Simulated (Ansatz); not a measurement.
A series at B: from `SB(S)S`, ligands are replaced one by one, each step taking up HCl and setting free H₂S; n counts the steps. Ansatz, PBE0-D4/def2-TZVP geometries. Each molecule was computed in one conformer, which needn't be the lowest.

```tsv
n	molecule	HOMO energy, ωB97M-V/def2-TZVPP (eV)
0	`SB(S)S`	-9.68
1	`SB(S)Cl`	-9.87
2	`SB(Cl)Cl`	-10.49
3	`ClB(Cl)Cl`	?
```

Problem. By hand: fit a straight line y = ȳ + b (n − n̄) to the 3 given rows and predict n = 3.

Solution. n̄ = 1.000, ȳ = -10.013; Σ(n − n̄)(y − ȳ) = -0.810, Σ(n − n̄)² = 2.000, so b = -0.405 eV a step. Prediction: -10.013 + (-0.405) × (2.000) = -10.82 eV.

Problem. By hand: compare with the computed value, -11.34 eV, and give the steps along the whole series.

Solution. The line misses by -0.52 eV (computed minus predicted). Steps: -0.19, -0.62, -0.85 eV.

The steps grow at each stage, from -0.19 to -0.85 eV, so the series is curved and an end member is harder to predict than an inner one. The highest orbital can change its character along such a series. The miss is 31.3 % of the series' range.
